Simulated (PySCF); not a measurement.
## Exercise with solution: chemical shift, span and skew from a shielding tensor

Si(H)(Me)3 (C3H10Si), SMILES [SiH](C)(C)C. Atoms are numbered in the order given.

```xyz
14

Si     0.0000     0.0000     0.3802
C     -1.5440     0.8914    -0.2239
C      1.5440     0.8914    -0.2239
C      0.0000    -1.7828    -0.2239
H      0.0000     0.0000     1.8815
H     -1.5784     0.9113    -1.3251
H     -2.4578     0.3915     0.1335
H     -1.5679     1.9328     0.1335
H      2.4578     0.3915     0.1335
H      1.5784     0.9113    -1.3251
H      1.5679     1.9328     0.1335
H      0.0000    -1.8226    -1.3251
H     -0.8899    -2.3243     0.1335
H      0.8899    -2.3243     0.1335
```
Charge 0, spin multiplicity 1.

Coordinates come from a PBE0-D3(BJ)/def2-SVP optimisation. The isomer is the one that the SMILES or the coordinates give; other isomers of the formula were not compared.

GIAO shieldings from PBE/pcSseg-1 in PySCF, non-relativistic, no solvent. The symmetric part of the tensor of C2 has the principal values 178.4, 181.7, 186.6 ppm. The same nucleus in TMS has σ = 182.0 ppm at this level (PySCF, at its B3LYP-D3(BJ)/def2-TZVP geometry).

Q: Work out the isotropic shielding, the ¹³C shift against TMS, the span and the skew.

A: 
σ(iso) = (σ11 + σ22 + σ33)/3 = 182.2 ppm. δ = σ(ref) − σ(iso) = 182.0 − (182.2) = -0.2 ppm.
Span Ω = σ33 − σ11 = 8.2 ppm. Skew κ = 3(σ(iso) − σ22)/Ω = 0.20. Tumbling in solution averages the tensor to δ; in a static solid the shielding alone would spread this spin-1/2 line over Ω.
